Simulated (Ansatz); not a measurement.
Input file for Ansatz (a first-principles code): R-SVWN5/def2-TZVPP on H2SSn (SMILES [SH][SnH]), a point of a torsion scan. Elements past Kr take the def2 small-core potentials; no spin–orbit coupling.

Ansatz 0.2 input:
```yaml
crystal:
  periodic: [false, false, false]
  atoms:
    - {symbol: S, position_ang: [-1.27583318, 0.52598528, 0.45556432]}
    - {symbol: Sn, position_ang: [1.07008333, 0.62645963, -0.27371276]}
    - {symbol: H, position_ang: [-1.60641856, -0.47362792, -0.35325235]}
    - {symbol: H, position_ang: [0.86113848, 1.85757040, -1.67535071]}
basis:
  gaussian:
    orbitals: def2-TZVPP
hamiltonian:
  xc: {name: SVWN5}
scf: {lower_state_search: off}
```

It printed:

```
WARN ansatz: RAYON_NUM_THREADS=1 ignored (pool sized by the plan → 1); use --threads N
Functional definition: SVWN5
these checks for a lower state are left out or cut short: stability, starts, cluster_reference, orbital_swaps, neighbouring_geometries, increment
integrals: 0.04 GiB planned
790 factors; their error is unknown
mean field: 0.30 GiB planned
mean field evaluation 1: about -16650.9815 eV, gradient 2.7e1 eV
mean field evaluation 2: about -16619.3433 eV, gradient 8.4e1 eV
mean field evaluation 4: about -16653.0460 eV, gradient 5.3e0 eV
mean field evaluation 8: about -16653.1250 eV, gradient 1.2e-1 eV
mean field evaluation 16: about -16653.1154 eV, gradient 2.6e-4 eV
mean field -16653.11541254 eV, -611.9907035236 hartree, gradient 3.4e-6 eV, S^2 0.000000; 0 other end points of the search recorded, 0 dependent functions left out
reference -16653.11544809 eV, -611.9907048302 hartree; 20, 20 occupied and 100, 100 virtual orbitals, 790 factors
Total energy: -16653.11544809 eV, -611.9907048302 hartree
Checks for a lower state left out: stability, starts, cluster_reference, orbital_swaps, neighbouring_geometries, increment
```

The run converged.

Cost: around 0.7 core-seconds (rough).
